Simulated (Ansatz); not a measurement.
`c1cc2ccc3ccc4cncc(c2c1)c34`, relaxed as a singlet with RKS r2SCAN-D4/def2-SVP in Ansatz, starting from the GFN2-xTB geometry. Force threshold 0.03 eV/Å.

Start:

```xyz
25

C     3.0291    0.6940    1.9694
C     2.2101   -0.2510    2.5172
C     1.0815   -0.4277    1.6662
C     0.0770   -1.3152    1.9404
C    -1.0867   -1.6024    1.2057
C    -1.4740   -1.0340    0.0235
C    -2.6918   -1.3679   -0.6947
C    -2.7804   -0.6302   -1.8191
C    -1.6147    0.2295   -1.8979
C    -1.2090    1.1616   -2.8211
N    -0.0650    1.8399   -2.6643
C     0.6782    1.6113   -1.6163
C     0.3882    0.6771   -0.5794
C     1.2741    0.5071    0.5237
C     2.4593    1.1587    0.7519
C    -0.8076   -0.0223   -0.7550
H     3.9608    1.0445    2.3773
H     2.3649   -0.7882    3.4344
H     0.1961   -1.8801    2.8594
H    -1.7444   -2.3547    1.6254
H    -3.3973   -2.1010   -0.3475
H    -3.5651   -0.6518   -2.5530
H    -1.7792    1.3969   -3.7098
H     1.5828    2.1999   -1.5647
H     2.9132    1.9058    0.1286
```

(1) Estimate the energy that the relaxation releases and the steps that it takes.

(2) Does the start keep its bonding and symmetry?

(3) Predict the relaxed structure.

Answers

(1) 11.9 kJ/mol, in 5 steps; 15 s on 6 threads of Intel Xeon 6975P-C on a shared host. No frequencies were taken in this run, so the end may be a saddle point.

(2) By distances, no bond broke or formed. The bond that changes most is C1–C2, from 1.37 to 1.39 Å (atoms count from 1). Point group Cs at the start, Cs at the end, both within 0.05 Å.

(3) 
```csv
atom,x (Å),y (Å),z (Å)
C1,3.055,0.705,1.981
C2,2.231,-0.257,2.541
C3,1.101,-0.430,1.684
C4,0.078,-1.323,1.951
C5,-1.095,-1.611,1.213
C6,-1.493,-1.042,0.017
C7,-2.721,-1.380,-0.702
C8,-2.803,-0.632,-1.841
C9,-1.627,0.230,-1.912
C10,-1.215,1.169,-2.839
N11,-0.058,1.859,-2.686
C12,0.687,1.624,-1.626
C13,0.387,0.678,-0.581
C14,1.284,0.512,0.527
C15,2.483,1.175,0.755
C16,-0.818,-0.025,-0.762
H17,4.000,1.059,2.399
H18,2.390,-0.803,3.472
H19,0.199,-1.895,2.879
H20,-1.760,-2.371,1.639
H21,-3.441,-2.122,-0.353
H22,-3.603,-0.660,-2.583
H23,-1.805,1.396,-3.736
H24,1.611,2.210,-1.553
H25,2.934,1.935,0.117
```
Bond lengths: 17 × C–C 1.36 to 1.50 Å; 2 × C–N 1.32 to 1.36 Å; 9 × C–H 1.09 to 1.10 Å.
